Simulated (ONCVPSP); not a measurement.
## gallium (Ga), ONCV: configuration errors across variants

ONCVPSP 4.0.1 input, shortened (lines: element, Z, core and valence counts, functional; n l f; lmax; l rc ep ncon nbas qcut; lloc lpopt rc5 dvloc0; l nproj debl; icmod fcfact rcfact), PBE, scalar-relativistic:

```
  Ga 31.00    5    3        4      upf
    1    0    2.00
    2    0    2.00
    2    1    6.00
    3    0    2.00
    3    1    6.00
    3    2   10.00
    4    0    2.00
    4    1    1.00
    2
    0    1.80    0.00    4    9    3.00
    1    2.35    0.00    4    7    3.10
    2    0.80    0.00    5    9   18.40
    4    5    0.65    0.00
    0    2    2.90
    1    2    1.30
    2    2    0.50
    0    0.00    0.00
```

In the d channel the program set the typed energies aside and used -0.704, 0.250 Ha.

All-electron excitation energies from the reference (eV): (1) 3d10 4s2 4p0 5.688; (2) 3d10 4s1 4p0 26.817; (3) 3d10 4s1 4p1 13.061.

1 further variants failed, have other tests or too few solved ones, and are left out.

A true bound ghost makes a file unfit for plane-wave use even where its test errors are small: the radial tests pick states by their node count and pass the ghost by.

Errors AE − PS in meV (a dash: test not solved or not reliable):

```csv
change,(1),(2),(3),bound ghosts,GHOST(+) flags above zero
base,-0.9,+5.7,+1.8,"s, p",none
"local potential polynomial inside 0.70 bohr (lpopt 5, dvloc0 -1 Ha)",-1.0,+5.3,+1.3,"s, p",none
"core correction Teter function, fcfact 5, rcfact 1.8",-7.0,-122,-28,"s, p",none
s: qcut 3.8; p: qcut 3.9; d: qcut 23.4,-0.7,+6.0,+0.9,"s, p",none
d: qcut 11.7,-0.9,+6.4,+2.0,"s, p",d
s: qcut 3.2,-0.8,+5.4,+1.7,"s, p",none
p: debl 2.05,-1.0,+5.5,+1.2,"s, p",none
s: rc 2.7,+1.0,-30,-29,"s, p",none
"local potential polynomial inside 0.65 bohr (lpopt 5, dvloc0 3 Ha)",–,–,–,s,p
p: rc 3.48,-5.4,-14,+7.5,"s, p",none
```

(1) Give the same row for: all radii scaled by about 0.95 (s 1.70, p 2.22, d 0.76 bohr); local potential polynomial inside 0.62 bohr (lpopt 5, dvloc0 0 Ha).

Answers

(1) -0.7, +7.6, +1.7; bound ghosts: s, p; GHOST(+) flags above zero: s.
